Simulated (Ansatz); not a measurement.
Consider the substitution at a C–N bond: `BNCC=C` + HBr → `C=CCBr` + `BN`.

Gas-phase electronic energies from Ansatz, PBE0-D4/def2-TZVP geometries. CBS: MP2 limit from def2 TZ/QZ plus the TZ coupled-cluster correction, frozen cores. This one scheme is used for every species. Functionals use def2-TZVPP. HSE06 is defined as in plane-wave codes. For Br outer-core shells are correlated without core-valence functions, which leaves a few kJ/mol of doubt a bond. Scalar relativity is left out up to krypton. Each species was taken in one conformer, which may not be the lowest.

`BNCC=C`:

Cartesian coordinates in Å:
```
B -0.311 0.742 -2.261
N 0.305 0.571 -1.034
C -0.341 0.455 0.259
C -0.062 -0.862 0.910
C 0.514 -1.001 2.095
H 0.368 0.805 -3.244
H -1.506 0.823 -2.301
H 1.310 0.485 -0.986
H -1.415 0.573 0.092
H -0.021 1.265 0.924
H -0.354 -1.741 0.339
H 0.820 -0.137 2.677
H 0.694 -1.977 2.531
```

HBr:

Z-matrix (Å, degrees):
```
Br
H 1 1.420
```

`C=CCBr`:

Cartesian coordinates in Å:
```
C -0.644 1.274 -0.083
C -0.434 0.044 0.365
C 0.510 -0.902 -0.268
Br 1.980 -1.340 0.955
H -1.357 1.935 0.395
H -0.110 1.662 -0.945
H -0.970 -0.320 1.237
H 0.974 -0.491 -1.161
H 0.051 -1.863 -0.494
```

`BN`:

Cartesian coordinates in Å:
```
B -0.494 -0.437 0.176
N 0.509 0.449 -0.181
H -0.668 -0.679 1.335
H -1.161 -0.936 -0.683
H 0.710 0.698 -1.135
H 1.106 0.905 0.488
```

(1) Is it downhill or uphill in electronic energy at CCSD(T)/CBS, and by how much? (Best estimate.)

(2) What do these levels give: LDA (SPW92), r2SCAN-D4, r2SCANh-D4, ωB97M-V, PBE-QIDH, BLYP, r2SCAN, r2SCANh, HSE06, MP2/def2-SVP, CCSD/def2-SVP, CCSD/def2-TZVPP? (An estimate is asked.)

Largest T1 diagnostic among the species: 0.012.

## Answers

(1) Ansatz gave: Downhill: ΔE = -0.14 eV.

(2) Ansatz gave: LDA (SPW92) -0.04, r2SCAN-D4 -0.16, r2SCANh-D4 -0.16, ωB97M-V -0.13, PBE-QIDH -0.14, BLYP -0.21, r2SCAN -0.17, r2SCANh -0.16, HSE06 -0.15, MP2/def2-SVP 0.05, CCSD/def2-SVP 0.10, CCSD/def2-TZVPP -0.12 eV.

At CCSD(T), def2-SVP lies +0.24 eV from the extrapolated value and def2-TZVPP +0.02 eV. Leaving LDA and LC-ωPBE aside and taking each functional with its dispersion term where it has one, the values, not all of them listed here, spread over 0.08 eV, from BLYP-D4 to CAM-B3LYP-D4. LDA lies +0.13 eV from PBE without D4.
